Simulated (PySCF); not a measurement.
Predicted microwave data (PBE0/def2-SVPD in PySCF (dipole) on a GFN2-xTB geometry, gas phase) for one isomer of C4H9NSSi2:

- Rotational constants: A = 1448, B = 1019, C = 699.0 MHz
- Dipole components: |μa| = 2.12 D, |μb| = 2.63 D, |μc| = 2.71 D
- Inertial defect: -121.92 u·Å²
- κ: -0.14

Question: Which candidate fits, each taken in the one conformer that was computed?
A. `[CH3:1][S:2][C@@H:3]1[SiH2:4][CH2:5][Si@H:6]1[C:7]#[N:8]` with C1–S2–C3–Si4 -74°
B. `[CH3:1][S:2][C@@H:3]1[CH2:4][SiH2:5][Si@@H:6]1[C:7]#[N:8]` with C1–S2–C3–C4 176°, S2–C3–C4–Si5 -137°, C3–C4–Si5–Si6 9°, C4–Si5–Si6–C7 100°, S2–C3–Si6–Si5 130°

Answer: B. It is CS[C@@H]1C[SiH2][Si@@H]1C#N, an asymmetric top, point group C1. The candidates at the same level (rigid rotor, commonest isotopes):

| SMILES | A (MHz) | B (MHz) | C (MHz) | μa (D) | μb (D) | μc (D) | Δ (u·Å²) | point group | rotor |
| --- | --- | --- | --- | --- | --- | --- | --- | --- | --- |
| CS[C@@H]1C[SiH2][Si@@H]1C#N | 1448 | 1019 | 699.0 | 2.12 | 2.63 | 2.71 | -121.92 | C1 | asymmetric top |
| CS[C@@H]1[SiH2]C[Si@H]1C#N | 1812 | 774.6 | 641.0 | 3.03 | 2.31 | 0.49 | -142.91 | C1 | asymmetric top |

`CS[C@@H]1[SiH2]C[Si@H]1C#N` has A 25 % too high. No structure here is proved a minimum.
